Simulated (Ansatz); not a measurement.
## Abstraction of H: C2H8OSi + SiH2(SeH) → C2H7OSi + SiH3(SeH)

Gas-phase species: C2H8OSi `CO[SiH2]C`, singlet; SiH2(SeH), doublet; C2H7OSi `CO[SiH]C`, doublet; SiH3(SeH), singlet. A radical takes H: the energy is the difference in strength between two Si–H bonds in different surroundings.

Shapes, held fixed at every level: PBE0-D4/def2-TZVP. Flexible molecules stand in one conformer, not always the lowest. Programs: Ansatz 0.2.0. The zero-point and thermal change to 298 K, harmonic and unscaled (PBE0-D4/def2-TZVP), is +0.2 kJ/mol.

```tsv
level	kind	ΔH(298 K) (kJ/mol)	less CCSD(T)/def2-TZVPP
MP2/def2-SVP	perturbation theory	+17.4	+0.5
HF/def2-TZVPP	Hartree–Fock	+13.8	-3.1
PBE-D4/def2-TZVPP	GGA	+14.8	-2.1
r2SCAN0-D4/def2-TZVPP	global hybrid	+16.3	-0.6
CCSD(T)/def2-SVP	coupled cluster or CI	+18.7	+1.8
CCSD/def2-SVP	coupled cluster or CI	+18.6	+1.7
CCSD/def2-TZVPP	coupled cluster or CI	+16.7	-0.2
CCSD(T)/def2-TZVPP	coupled cluster or CI	+16.9	0.0
```

The highest level, CCSD(T)/def2-TZVPP, gives ΔH(298 K) = +16.9 kJ/mol; the levels span +13.8 to +18.7. The column of differences is taken from that level and isn't an error. No measured value is set beside it here. Open shells run unrestricted. Relativity is left out for Se. Outer-core shells of Se are correlated, in sets that cover them unevenly.
